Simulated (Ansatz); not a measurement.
Mulliken charges of C2H5Te (`CC[Te]`) radical from PBE/def2-TZVPP in Ansatz (PBE0-D4/def2-TZVP geometry).

| atom | x (Å) | y (Å) | z (Å) | charge (e) |
| --- | --- | --- | --- | --- |
| C1 | -0.496 | 0.585 | -0.303 | -0.216 |
| C2 | 0.280 | -0.627 | 0.166 | -0.285 |
| Te3 | 2.154 | -0.186 | 1.117 | -0.010 |
| H4 | -1.436 | 0.278 | -0.775 | 0.084 |
| H5 | 0.073 | 1.165 | -1.031 | 0.088 |
| H6 | -0.739 | 1.248 | 0.529 | 0.088 |
| H7 | 0.532 | -1.301 | -0.656 | 0.126 |
| H8 | -0.276 | -1.218 | 0.897 | 0.126 |

**Question.** By hand: the dipole of these point charges (1 e Å = 4.8032 D).

**Answer.** Σ q r = (-0.141, -0.028, -0.072) e Å, of length 0.161 e Å = 0.77 D.

**Question.** How does the dipole of the full density compare? (An estimate is asked.)

**Answer.** Ansatz gave: (-0.266, -0.046, -0.136) e Å, 1.45 D; the point charges give 0.53 times that, at 1° from its direction.

Point charges leave out the atoms' own dipoles, such as those of lone pairs, and Mulliken's split depends on the basis, so the two needn't agree.
